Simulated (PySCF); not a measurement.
Radial density of Dy⁶⁰⁺ (dysprosium, charge +60)

B2PLYP, [He] 2s2 2p2, high-spin 3P determinant. Calculation: PySCF 2.14, in an uncontracted even-tempered set (17 s from 37 bohr⁻², ratio 2.2; 10 p from 48 bohr⁻², ratio 2.2; 5 d from 180 bohr⁻², ratio 2.4; 5 f from 270 bohr⁻², ratio 2.4; 4 g from 400 bohr⁻², ratio 2.4); the non-relativistic Hamiltonian (point nucleus).

```tsv
r (bohr)	4πr²ρ (e/bohr)	4πr²(ρα − ρβ)
0.000384	0.3555	0.0000
0.000646	0.9716	0.0000
0.00109	2.593	0.0000
0.00183	6.653	0.0006
0.00307	15.96	0.0059
0.00517	34.21	0.0447
0.00869	60.65	0.2908
0.0146	78.26	1.5926
0.0246	62.01	6.6889
0.0414	38.91	18.2269
0.0696	47.61	24.1759
0.117	24.59	9.5718
0.197	1.505	0.4978
0.331	0.003517	0.0009
```

A non-relativistic calculation at this Z misses sizeable relativistic shifts. Spin-orbit coupling is strong in this species (close to jj coupling), so the high-spin LS determinant is a model state, not a physical level.
